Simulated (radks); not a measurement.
Values are calculated unless marked as measured or tabulated.
Task: Isoelectronic series with 19 electrons, each ion in its NIST ground configuration. Code: a radial shooting solver on a logarithmic mesh with Libxc functionals. Model: Dirac Kohn-Sham, LDA (Slater exchange, Perdew-Wang correlation), spin-unpolarised, spherical densities, point nucleus; open shells fill j = l - 1/2 first. Total energies (hartree) and orbital eigenvalues (hartree) (* marks an orbital that is empty in some or all of the ions):

ion,configuration,E (hartree),4s1/2*,3p3/2,3p1/2
K,[Ar] 4s1,-600.56187,-0.08922,-0.68893,-0.69889
Ca+,[Ar] 4s1,-678.45867,-0.33696,-1.27839,-1.29277
Sc2+,[Ar] 3d1,-761.59136,-0.58192,-1.79283,-1.81191
Ti3+,[Ar] 3d1,-849.95168,-0.96638,-2.59727,-2.62299
V4+,[Ar] 3d1,-943.48205,-1.42624,-3.52964,-3.56355
Cr5+,[Ar] 3d1,-1042.18604,-1.95701,-4.58305,-4.62690
Mn6+,[Ar] 3d1,-1146.07215,-2.55650,-5.75442,-5.81020
Fe7+,[Ar] 3d1,-1255.15170,-3.22347,-7.04206,-7.11198
Co8+,[Ar] 3d1,-1369.43802,-3.95718,-8.44492,-8.53143
Ni9+,[Ar] 3d1,-1488.94604,-4.75714,-9.96230,-10.06812
Cu10+,[Ar] 3d1,-1613.69204,-5.62308,-11.59371,-11.72186
Zn11+,[Ar] 3d1,-1743.69357,-6.55482,-13.33883,-13.49260
Ga12+,[Ar] 3d1,-1878.96930,-7.55228,-15.19742,-15.38042
As14+,[Ar] 3d1,-2165.42362,-9.74436,-19.25446,-19.50811
Se15+,[Ar] 3d1,-2316.64497,-10.93908,-21.45277,-21.74853
Br16+,[Ar] 3d1,-2473.22606,-12.19973,-23.76422,-24.10714
Kr17+,[Ar] 3d1,-2635.19090,-13.52645,-26.18883,-26.58433

Estimate the row of Ge13+ ([Ar] 3d1).

Result: E (hartree) -2019.53903; 4s1/2* -8.61545; 3p3/2 -17.16933; 3p1/2 -17.38551.
